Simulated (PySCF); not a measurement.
C4H5FSi, SMILES C#C/C=C\[SiH2]F. Atoms are numbered in the order given.

```xyz
11

C     -1.0204    -2.6712     0.0000
C      0.0134    -2.0398     0.0000
C      1.2074    -1.2347     0.0000
C      1.1512     0.1088     0.0000
Si    -0.4793     1.0238     0.0000
F     -0.1321     2.6192     0.0000
H     -1.9342    -3.2399     0.0000
H      2.1641    -1.7711     0.0000
H      2.0942     0.6688     0.0000
H     -1.2676     0.7286     1.2244
H     -1.2676     0.7286    -1.2244
```
Charge 0, spin multiplicity 1.

The structure is a stationary point at ωB97X-D3(BJ)/def2-SVP. The structure was generated by enumeration; whether it is a known compound was not checked. One conformer was computed; it need not be the lowest.

Two levels are set side by side: PBE/pcSseg-1 (PySCF) and PBE0/pcSseg-1 (PySCF). GIAO shifts against CFCl3 (¹⁹F), TMS (²⁹Si), TMS (¹H), TMS (¹³C) at the same level; non-relativistic, no solvent, atoms listed together averaged. Differences are taken from unrounded values.

| quantity | PBE0 |
|---|---|
| δ(¹³C) of C1 (ppm) | 96.1 |
| δ(¹³C) of C2 (ppm) | 85.6 |
| δ(¹³C) of C3 (ppm) | 137.8 |
| δ(¹³C) of C4 (ppm) | 152.0 |
| δ(²⁹Si) of Si5 (ppm) | -5.7 |
| δ(¹⁹F) of F6 (ppm) | -231.4 |
| δ(¹H) of H7 (ppm) | 3.72 |
| δ(¹H) of H8 (ppm) | 6.66 |
| δ(¹H) of H9 (ppm) | 6.88 |
| δ(¹H) of H10, H11 (ppm) | 5.73 |

Question: What does PBE give, and how far is it from PBE0? (The exact figures need the calculation; the answer reports its results.)

Answer: 
| quantity | PBE | PBE minus PBE0 |
|---|---|---|
| δ(¹³C) of C1 (ppm) | 93.9 | -2.2 |
| δ(¹³C) of C2 (ppm) | 88.3 | 2.7 |
| δ(¹³C) of C3 (ppm) | 134.7 | -3.0 |
| δ(¹³C) of C4 (ppm) | 150.5 | -1.6 |
| δ(²⁹Si) of Si5 (ppm) | -4.5 | 1.2 |
| δ(¹⁹F) of F6 (ppm) | -254.2 | -22.8 |
| δ(¹H) of H7 (ppm) | 3.63 | -0.09 |
| δ(¹H) of H8 (ppm) | 6.64 | -0.02 |
| δ(¹H) of H9 (ppm) | 6.80 | -0.08 |
| δ(¹H) of H10, H11 (ppm) | 5.97 | 0.25 |

Rough cost on one machine, each run with all the roots and properties that it gave: PBE0 against PBE within a factor of 2.
